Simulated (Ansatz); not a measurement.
C3H5BSeZn (`BC#[C][Zn][CH2][SeH]`). Total charge 0; spin multiplicity 1.

```xyz
11

B     1.273   -1.280   -3.312
C     0.765   -0.905   -1.955
C     0.352   -0.596   -0.846
Zn   -0.292   -0.138    0.862
C    -0.927    0.431    2.591
Se   -0.581    2.366    2.702
H     0.581   -1.125   -4.273
H     2.371   -1.734   -3.435
H    -1.971    0.234    2.827
H    -0.313    0.009    3.389
H    -1.258    2.738    1.450
```

Question: List the harmonic frequencies (cm⁻¹, unscaled) at PBE0-D4/def2-TZVP in Ansatz. (An estimate is asked.)

Answer: Computed: 35, 38, 71, 90, 154, 175, 187, 352, 369, 390, 537, 612, 647, 802, 869, 987, 990, 1055, 1078, 1224, 1410, 2190, 2424, 2595, 2674, 3092, 3158.

Question: Is this a minimum?

Answer: Yes, all 27 modes are real.

Question: Give the ideal-gas thermochemistry at 298.15 K and 1 bar (rigid rotor, harmonic oscillator; point group C1, symmetry number 1).

Answer: Zero-point energy 168.7 kJ/mol; H(298) − E = 196.7 kJ/mol; entropy 430.5 J/(mol·K), of which translation 174.7, rotation 124.9, vibration 130.9; G(298) − E = 68.4 kJ/mol. Modes under 100 cm⁻¹ are hindered rotations or soft bends, so the harmonic entropy is rough.
